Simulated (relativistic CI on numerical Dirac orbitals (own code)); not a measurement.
# Hyperfine structure of V¹⁸⁺, mass number 50

Calculated at this level of theory: Dirac-Coulomb-Breit CI, KLI orbitals optimised for each configuration, model QED, unscaled Slater integrals (own radial code, finite nucleus).

Configuration list (outside the closed core 1s2): 2s²2p, 2s2p², 2p³, 2p²3s, 2p²3p, 2p²3d, 2s²3s, 2s²3p, 2s²3d, 2s2p3s, 2s2p3p, 2s2p3d, 2s²4s, 2s²4p, 2s²4d, 2s²4f. Levels of other configurations are missing.

Nuclear spin I = 6, μ = 3.3442 μN, Q = 0.21 b (tables of Stone and Pyykkö). The electronic factors are computed for point nuclear moments, without core polarisation or the Bohr-Weisskopf and QED corrections.

| Level | E (cm⁻¹) | A (GHz) | B (GHz) |
| --- | --- | --- | --- |
| 2s²2p ²P°1/2 | 0 | 57.75 |  |
| 2s²2p ²P°3/2 | 68443 | 11.4 | 7.58 |
| 2s2p² ⁴P1/2 | 328197 | 105.4 |  |
| 2s2p² ⁴P3/2 | 357421 | 46.87 | 6.18 |
| 2s2p² ⁴P5/2 | 390420 | 49.04 | -7.37 |
| 2s2p² ²D3/2 | 601882 | -9.448 | 10.4 |
| 2s2p² ²D5/2 | 610024 | 53 | 15 |
| 2s2p² ²S1/2 | 724347 | 90.34 |  |

Levels with J = 0, under 50 % of one LS term, or S terms without an open s electron are left out. Small factors come from cancelling terms and can be off by tens of per cent or more.

At this charge energies of transitions that change n are usually good to better than 1 %, and those within a shell (Δn = 0) to a few per cent.

Q: Give the hyperfine levels of 2s²2p ²P°1/2 relative to its centre of gravity.

A: With K = F(F + 1) − I(I + 1) − J(J + 1), E = AK/2: F = 11/2: -202.1, F = 13/2: 173.3 GHz.

LS names give the leading component of a level, which can be under half, so a name can repeat, a term be missing and a line seem to break the LS rules.
